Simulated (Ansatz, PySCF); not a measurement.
Gas-phase reaction 3 R1 + R2 + R3 → 4 P1 + P2, each structure at its B3LYP-D3(BJ)/def2-TZVP stationary point, reached from a drawn start (curvature not checked).
P1: H2 (SMILES [H][H]), charge 0, multiplicity 1.
R1: HCl (SMILES Cl), charge 0, multiplicity 1.
R2: HF (SMILES F), charge 0, multiplicity 1.
R3, SiH4 (SMILES [SiH4]) (charge 0, multiplicity 1):
```xyz
5

Si     0.000     0.000     0.000
H      0.855     0.855     0.855
H     -0.855    -0.855     0.855
H     -0.855     0.855    -0.855
H      0.855    -0.855    -0.855
```
P2: Cl3FSi (SMILES F[Si](Cl)(Cl)Cl), charge 0, multiplicity 1.

P less R. No zero-point or thermal terms.

Correlated levels freeze the cores.

Programs: Ansatz (Gaussian orbitals); PySCF for the D3/D4 terms. All values are computed, each at the level named.

PBE/def2-TZVPP gives -327.8 kJ/mol for the reaction energy.

Task: How do the other levels lie against it? Give each less PBE: PBE-D3(BJ)/def2-TZVPP, r2SCAN/def2-TZVPP, B3LYP/def2-TZVPP, wB97M-V/def2-TZVPP, B2PLYP/def2-TZVPP, MP2/cc-pV(Q+d)Z, CCSD(T)/cc-pV(Q+d)Z.

Result: PBE-D3(BJ)/def2-TZVPP -10.8; r2SCAN/def2-TZVPP -38.6; B3LYP/def2-TZVPP 8.5; wB97M-V/def2-TZVPP -24.2; B2PLYP/def2-TZVPP -8.7; MP2/cc-pV(Q+d)Z -47.4; CCSD(T)/cc-pV(Q+d)Z -16.1 kJ/mol. 1 of 7 lie above PBE; the widest gap is to MP2/cc-pV(Q+d)Z.

Ansatz is a first-principles code.
